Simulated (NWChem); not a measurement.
Molecule: CH6F2Si2; SMILES FC[SiH2][SiH2]F

```xyz
11

F      0.4252    -2.9501    -0.0426
C      0.6848    -1.6357     0.2782
Si    -0.7686    -0.5231    -0.2554
Si    -0.2776     1.7137     0.2632
F      1.1688     2.0714    -0.4101
H      1.6136    -1.3128    -0.2252
H      0.8580    -1.5551     1.3665
H     -2.0132    -0.9315     0.4667
H     -0.9905    -0.6695    -1.7256
H     -0.1579     1.9262     1.7371
H     -1.2965     2.6565    -0.2847
```
Atoms are numbered in this order, from 1.

Level: PBE0/def2-SVP (NWChem), optimised geometry, unscaled harmonic frequencies. 

| frequency (cm⁻¹) | IR intensity (km/mol) |
|---|---|
| 39 | 2.5 |
| 78 | 7.4 |
| 95 | 2.2 |
| 176 | 5.1 |
| 271 | 7.9 |
| 407 | 24.5 |
| 426 | 3.7 |
| 494 | 7.4 |
| 608 | 6.8 |
| 693 | 3.5 |
| 736 | 19.1 |
| 773 | 231.8 |
| 849 | 27.6 |
| 862 | 11.0 |
| 899 | 241.1 |
| 921 | 38.6 |
| 950 | 99.0 |
| 1101 | 81.9 |
| 1253 | 2.8 |
| 1311 | 3.7 |
| 1458 | 2.7 |
| 2224 | 70.6 |
| 2234 | 28.9 |
| 2238 | 109.5 |
| 2246 | 144.5 |
| 3049 | 12.9 |
| 3111 | 10.4 |

zero-point energy: 42.2 kcal/mol
thermal correction to the enthalpy at 298.15 K (with zero-point energy): 47.7 kcal/mol
heat capacity Cv: 26.1 cal/(mol K)
entropy at 298.15 K and 1 atm (symmetry number 1): 89.3 cal/(mol K)
dipole moment: 1.45 D

Rigid rotor and harmonic oscillator; modes under 100 cm⁻¹ make the entropy uncertain.
